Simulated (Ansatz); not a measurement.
The cluster B6H⁺, relaxed as a singlet with RKS PBE0-D4/def2-SVP in Ansatz, starting from the GFN2-xTB geometry. Force threshold 0.02 eV/Å.

The restricted singlet is unstable towards broken spin symmetry in Hartree–Fock (as tested in another run); at PBE0-D4/def2-SVP this wasn't settled. The structure comes from a short search, and lower isomers may exist.

Start:

Cartesian coordinates in Å:
```
B -0.932 0.344 1.452
B 1.006 -0.054 -0.559
B 1.049 0.424 0.908
B -0.153 -0.503 -1.508
B 0.315 0.752 2.217
B -0.697 -0.090 0.005
H -0.587 -0.871 -2.514
```

| step | energy (eV) | largest force component (eV/Å) | SCF passes |
| --- | --- | --- | --- |
| 1 | -4049.4250 | 1.257 | 28 |
| 2 | -4049.6106 | 0.535 | 33 |
| 3 | -4049.7011 | 0.530 | 33 |
| 4 | -4049.7339 | 0.290 | 35 |
| 5 | -4049.7372 | 0.142 | 36 |
| 6 | -4049.7408 | 0.069 | 36 |
| 7 | -4049.7412 | 0.020 | 28 |

Force components are those of the run's own axes.

End:

```xyz
7

B    -1.002    0.352    1.495
B     1.079   -0.057   -0.607
B     0.965    0.405    0.911
B    -0.063   -0.518   -1.605
B     0.295    0.775    2.279
B    -0.561   -0.068    0.059
H    -0.713   -0.891   -2.531
```

By distances, no bond broke or formed. The bond that changes most is B3–B6, from 2.03 to 1.81 Å (atoms count from 1).

No frequencies were taken in this run, so the end may be a saddle point.

Run time 7 s (4 threads of Arm Neoverse V2 on a shared host).
